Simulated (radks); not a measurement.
Q: The mean radii <r> (bohr) of the occupied orbitals of an atom or ion are listed with their occupations. Method: non-relativistic Kohn-Sham, r2SCAN, spin-polarised, spherical densities, point nucleus; meta-GGA in the generalised Kohn-Sham scheme; computed with a radial shooting solver on a logarithmic mesh with Libxc functionals.

orbital  occ.      <r>
1s up       1  0.02298
1s down     1  0.02298
2s up       1  0.09764
2s down     1  0.09763
2p up       3  0.08279
2p down     3  0.08279
3s up       1   0.2509
3s down     1   0.2507
3p up       3   0.2408
3p down     3   0.2406
3d up       5   0.2134
3d down     5   0.2131
4s up       1   0.5658
4s down     1   0.5660
4p up       3   0.5787
4p down     3   0.5790
4d up       5   0.6113
4d down     5   0.6123
5s up       1    1.395
5s down     1    1.417
5p up       3    1.569
5p down     3    1.596
4f up       7   0.8089
4f down     3   0.8444
7s up       1    8.063

Name the element and its charge. Open shells, if any, are filled with parallel spins first.

A: Z = 66, dysprosium, charge +1: Dy+ in [Xe] 4f10 7s1. The 1s radius gives Z: for a bare nucleus <r> = 1.5/Z, 0.02273 bohr for Z = 66, and screening makes it slightly larger (0.02298 here). The occupations add up to 65, and the charge is Z minus that.
